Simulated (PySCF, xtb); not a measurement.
GeH5Si, SMILES [GeH3][SiH2] (connectivity only; charge and spin as stated), charge +1, multiplicity 1.

GFN2-xTB (xtb) at its own geometry gives an orbital gap of 2.95 eV.

Geometry optimised at B3LYP-D3(BJ)/def2-TZVP. The multiplicity is an assumed one; other spin states were not compared. The isomer is the one that the SMILES or the coordinates give; other isomers of the formula were not compared.

Question: What does PBE/def2-TZVPD in PySCF give? (The exact figures need the calculation; the answer reports its results.)

Answer: gap 3.14 eV (levels -13.33 and -10.19 eV).
